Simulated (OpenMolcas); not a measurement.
## O3+: the spin-orbit constant, worked from levels

```
Program             : OpenMolcas
Basis               : ANO-RCC-VQZP [5s4p3d2f1g]
Scalar Hamiltonian  : DKH2, point nucleus
Active space        : 3 electrons in 4 orbitals (2s 2p)
State averaging     : 2S+1 = 4 odd, 1 root; 2S+1 = 2 odd, 11 roots; 2S+1 = 4 even, 3 roots; 2S+1 = 2 even, 9 roots
Spin-orbit coupling : RASSI with atomic mean-field integrals over the reference wave functions, term energies averaged over their components
```

Methods: CASSCF; MS-CASPT2, IPEA 0.25 Eh, imaginary shift 0.1 Eh (closed shells correlated: 1s). Measured levels: Moore, Selected Tables of Atomic Spectra, NSRDS-NBS 3, section 10.

**The spin-orbit constant.** For the Hund term 2P* of p1, E(J) = (A/2) J(J+1) + constant and ζ = 2S·A = A. From J = 1/2 to J = 3/2 the energy changes by 1.5 A.

```csv
Source,E(3/2) - E(1/2),A,ζ
CASSCF,353.5,235.7,236
MS-CASPT2,354.9,236.6,237
measured,385.9,257.3,257
```

All in cm-1. MS-CASPT2 is off by -8.0 % and CASSCF by -8.4 %. Both methods take the spin-orbit matrix elements from the reference wave functions, so the second can move ζ only through the term energies and any multistate remixing.

Measured partners are found by configuration, term and J. A level has none where our copy of the source lacks it or the pairing is in doubt (some pairs that miss far off the trend of their configuration count as doubtful), and it then counts in no deviation. Levels of configurations outside the active space are missing.

* marks odd parity.
